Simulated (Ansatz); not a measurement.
Reaction (cleavage of the Si–Sn bond): `[CH3][SnH2][SiH3]` + `OB(O)Cl` → `OB(Cl)O[SiH3]` + `[CH3][SnH3]`

Program: Ansatz. Geometries: PBE0-D4/def2-TZVP. ΔE: electronic, gas phase. CBS: MP2 limit from def2 TZ/QZ plus the TZ coupled-cluster correction, frozen cores. Functionals use def2-TZVPP. B3LYP here is the variant with VWN-RPA as its local correlation; programs differ in this. HSE06 is defined as in plane-wave codes. def2 core potentials past Kr. For Sn outer-core shells are correlated without core-valence functions, which leaves a few kJ/mol of doubt a bond. One conformer a species, not always the lowest.

```tsv
level	ΔE (kJ/mol)	difference from CCSD(T)/CBS
revPBE-D4	-42.0	15.9
r2SCAN-D4	-56.1	1.8
PBE0-D4	-45.6	12.3
BHLYP-D4	-69.7	-11.8
B2PLYP	-64.3	-6.4
B3LYP	-61.5	-3.6
HSE06	-45.3	12.6
BHLYP	-71.7	-13.8
CCSD/def2-TZVPP	-65.0	-7.1
CCSD(T)/def2-TZVPP	-62.1	-4.2
CCSD(T)/CBS	-57.9	0
```

Question: What do rigid-rotor, harmonic-oscillator terms from PBE0-D4/def2-TZVP frequencies (298.15 K, 1 bar) make of the CCSD(T)/CBS value? (Best estimate.)

Answer: Ansatz gave: ΔZPE = -7.2 kJ/mol, ΔH = -65.5 kJ/mol, ΔS = -13 J/(mol·K), ΔG = -61.7 kJ/mol.

Largest T1 diagnostic among the species: 0.012.

From BLYP to BHLYP (50 % exact exchange), in def2-TZVPP and without D4, ΔE moves by −15.0 kJ/mol. At CCSD(T), def2-SVP lies +5.2 kJ/mol from the extrapolated value and def2-TZVPP −4.2 kJ/mol. In def2-TZVPP, CCSD(T) changes the Hartree–Fock value by +23.5 kJ/mol (the triples alone add +2.9 kJ/mol) and MP2 by +22.3 kJ/mol.
